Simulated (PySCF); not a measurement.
# Bond lengths and vibrations by method: ClH2NSi2

All numbers below are calculated, not measured. The program is PySCF 2.14.0, an open-source quantum chemistry code, run on an isolated molecule that a program drew, which may never have been made. The molecule is ClH2NSi2 (charge 0, singlet), drawn as the SMILES string `[SiH2]=N[Si]Cl`.

The geometry was optimised and harmonic frequencies were computed with HF and MP2, all in the cc-pV(D+d)Z basis, for the commonest isotopes, with a restricted reference for singlets and an unrestricted one otherwise, and a frozen core in MP2. Each result is a local minimum of its method.

Geometry at the HF minimum:
```xyz
6
ClH2NSi2, angstrom
Si    0.6563    0.2001   -1.6853
N     0.2946    0.1674   -0.1636
Si   -0.1840    0.2137    1.4354
Cl    1.2250   -1.1369    2.3331
H     1.6009    1.1557   -2.2799
H     0.0720   -0.7065   -2.6833
```

Lengths of the bonds as drawn, in Å (atoms numbered as above):
```
bond,HF,MP2
Si1-N2,1.565,1.601
N2-Si3,1.670,1.702
Si3-Cl4,2.148,2.122
Si1-H5,1.469,1.475
Si1-H6,1.469,1.475
```

Rotational constants, in GHz:
```
constant     HF    MP2
       A  9.601  10.01
       B  1.552  1.498
       C  1.358  1.324
```

Harmonic frequencies in cm^-1, each column in rising order, so a row needn't be the same motion in every method:
```
rank    HF   MP2
   1    94    84
   2   114    86
   3   215   252
   4   314   289
   5   478   498
   6   640   579
   7   753   644
   8   756   695
   9  1087  1025
  10  1450     ?
  11  2378  2313
  12  2380  2330
```

**Estimate the missing MP2 frequency from the HF column.**

A single factor s that minimises the squared misfit of MP2 against s times HF over the other rows is sum(HF x MP2) / sum(HF^2) = 0.9652, with an rms misfit of 38 cm^-1. For rank 10 it gives 0.9652 x 1450 = 1400 cm^-1. The calculation gives 1317 cm^-1, 83 cm^-1 below the estimate. The drawn bonds are on average 0.8 % longer in MP2 than in HF.
